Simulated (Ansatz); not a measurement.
Coupled-cluster diagnostics for [RuNF4]- (RuNF₄⁻), Ansatz.

Geometry of the singlet (r2SCAN-D4/def2-SVPD):

```csv
atom,x (Å),y (Å),z (Å)
Ru1,0.0642,-0.0940,0.0378
N2,0.9119,-1.3355,0.5370
F3,-0.0202,1.1642,1.4833
F4,-1.7734,-0.4429,0.4637
F5,-0.4678,-0.4494,-1.7707
F6,1.2853,1.1576,-0.7511
```

In the def2 sets Ru takes a core potential; there is no spin–orbit coupling. Correlated methods freeze 5 core orbitals; core or outer-core shells of Ru are correlated, in sets that lack core-valence functions.

**Question.** Estimate the CCSD(T) correlation energy, the shares of MP2 and (T), T1 and the reference's ⟨S²⟩ for: charge -1, singlet, own geometry in def2-SVPD; and the rough time on 4 threads of Arm Neoverse V2 on a shared host.

**Answer.** 
| state | basis | correlation (eV) | MP2 share (%) | (T) share (%) | T1 | ⟨S²⟩ (pure) | wall time | remarks |
| --- | --- | --- | --- | --- | --- | --- | --- | --- |
| charge -1, singlet, own geometry | def2-SVPD | -41.444 | 102.9 | 4.2 | 0.021 | 0.00 (0.00) | 59 s | flagged by the program, restricted SCF unstable |
Customary marks for T1 are 0.02 (closed shells), 0.045 (open shells) and about 0.05 (3d metals). T1 exceeds 0.02 in 1 of 1 rows and 0.045 in 0; the higher it lies, the less the single-reference result can be trusted.
